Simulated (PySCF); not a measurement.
## ClZrN: bending curve

All numbers come from PySCF, PBE0, basis Zr def2-TZVP with ECP28, N def2-TZVP, Cl def2-TZVP (scalar-relativistic core potentials, no spin–orbit coupling, density fitting).

Rigid scan from the singlet minimum (Zr–Cl 2.410 Å, Zr–N 1.689 Å; Cl–Zr–N 112.2°). Coordinate: the N–Zr–Cl angle, bonds fixed. Energies in kJ/mol from the minimum.

Task: Predict the curve at 80, 90, 100, 110, 120, 130, 140, 150, 160, 170, 180.

Result: 
```json
{"bond angle (°)": "80", "E (kJ/mol)": "76.4", "dipole size (D)": "8.38"}
{"bond angle (°)": "90", "E (kJ/mol)": "32.1", "dipole size (D)": "8.06"}
{"bond angle (°)": "100", "E (kJ/mol)": "8.7", "dipole size (D)": "7.69"}
{"bond angle (°)": "110", "E (kJ/mol)": "0.2", "dipole size (D)": "7.23"}
{"bond angle (°)": "120", "E (kJ/mol)": "3.1", "dipole size (D)": "6.64"}
{"bond angle (°)": "130", "E (kJ/mol)": "14.0", "dipole size (D)": "5.90"}
{"bond angle (°)": "140", "E (kJ/mol)": "29.9", "dipole size (D)": "4.98"}
{"bond angle (°)": "150", "E (kJ/mol)": "47.6", "dipole size (D)": "3.90"}
{"bond angle (°)": "160", "E (kJ/mol)": "63.8", "dipole size (D)": "2.68"}
{"bond angle (°)": "170", "E (kJ/mol)": "75.0", "dipole size (D)": "1.40"}
{"bond angle (°)": "180", "E (kJ/mol)": "79.0", "dipole size (D)": "0.40"}
```

With the bonds held, the linear shape lies 79.0 kJ/mol from the minimum.
